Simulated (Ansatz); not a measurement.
Ti₂O₄⁻, relaxed as a doublet with UKS PBE-D4/def2-SVPD in Ansatz, starting from the GFN2-xTB geometry. Force threshold 0.02 eV/Å.

The highest occupied level of the charge -1 doublet lies above zero (up to 0.30 eV). By energy differences its removal costs 1.79 eV (vertical, to the charge 0 singlet, at LC-ωPBE (ω = 0.30 bohr⁻¹)/def2-SVPD). The relaxation made no stability test and no search for a lower SCF solution. Another isomer (doublet) lies 0.04 eV lower at PBE0-D4/def2-TZVPD.

Start:

Cartesian coordinates in Å:
```
Ti -0.568 -0.368 1.100
Ti 0.560 0.370 -1.096
O -0.740 -1.152 2.499
O -0.598 -0.989 -0.633
O 0.557 1.014 0.631
O 0.789 1.125 -2.502
```

```csv
step,energy (eV),largest force component (eV/Å),SCF passes
1,-54396.6195,2.477,27
2,-54396.9928,0.981,31
3,-54397.0387,0.861,31
4,-54397.0763,0.285,27
5,-54397.0921,0.078,31
6,-54397.0928,0.011,27
```

Force components are those of the run's own axes.

End:

| atom | x (Å) | y (Å) | z (Å) |
| --- | --- | --- | --- |
| Ti1 | -0.7718 | -0.2399 | 1.0842 |
| Ti2 | 0.7713 | 0.2399 | -1.0838 |
| O3 | -0.6564 | -1.1782 | 2.4644 |
| O4 | -0.5659 | -0.9802 | -0.6194 |
| O5 | 0.5647 | 0.9809 | 0.6194 |
| O6 | 0.6581 | 1.1775 | -2.4647 |

By distances, no bond broke or formed. The bond that changes most is Ti2–O6, from 1.61 to 1.67 Å (atoms count from 1).

No frequencies were taken in this run, so the end may be a saddle point.

Run time 18 s (4 threads of Arm Neoverse V2 on a shared host).
